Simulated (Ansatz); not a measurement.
Geometry optimisation, RKS PBE0/def2-SVP in Ansatz.

The input (input.yaml):

```yaml
crystal:
  periodic: [false, false, false]
  atoms:
    - { symbol: "N", position_ang: [-1.4595, 1.2678, -0.1049] }
    - { symbol: Ge, position_ang: [0.2958, 0.8547, -0.141] }
    - { symbol: Br, position_ang: [1.2974, 1.6716, 1.7684] }
    - { symbol: Sn, position_ang: [0.6083, -1.7137, -0.2205] }
    - { symbol: H, position_ang: [-1.5527, 2.3433, -0.0262] }
    - { symbol: H, position_ang: [-1.9096, 0.9163, 0.7535] }
    - { symbol: H, position_ang: [0.9997, 1.4794, -1.3872] }
    - { symbol: H, position_ang: [-0.1983, -2.3188, -1.6714] }
    - { symbol: H, position_ang: [-0.2317, -2.3998, 1.2369] }
    - { symbol: H, position_ang: [2.2338, -2.1519, -0.2045] }
basis:
  gaussian: { orbitals: def2-SVP }
hamiltonian:
  xc: pbe0
relax:
  f_tol: 0.015
  max_steps: 40
```

Command:

```bash
$ ansatz run input.yaml --threads 2 --pin off --max-ram 3072MiB --backend cpu --events-out ev --progress --plain --runs-dir out
```

Q: Where does it end, and by what steps?

A: The run converged. After 6 steps the energy has fallen by 0.268 eV; Br3 moved furthest, 0.25 Å.

| step | energy less start (eV) | largest force component (eV/Å) | accepted |
| --- | --- | --- | --- |
| 0 | 0.0000 | 2.508 | yes |
| 1 | -0.1229 | 1.461 | yes |
| 2 | -0.1978 | 0.764 | yes |
| 3 | -0.2237 | 0.405 | yes |
| 4 | -0.2665 | 0.048 | yes |
| 5 | -0.2673 | 0.055 | yes |
| 6 | -0.2677 | 0.009 | yes |

```xyz
10
Properties=species:S:1:pos:R:3
N -1.451 1.311 -0.065
Ge 0.314 0.854 -0.151
Br 1.530 1.601 1.726
Sn 0.560 -1.740 -0.199
H -1.637 2.311 -0.087
H -1.968 0.897 0.706
H 0.911 1.633 -1.335
H -0.120 -2.380 -1.635
H -0.272 -2.382 1.153
H 2.215 -2.157 -0.110
```

Time of the run: 53 s on 2 threads of Intel(R) Xeon(R) Platinum 8259CL CPU @ 2.50GHz (Skylake/Cascade Lake) (shared host), peak memory 0.45 GiB.
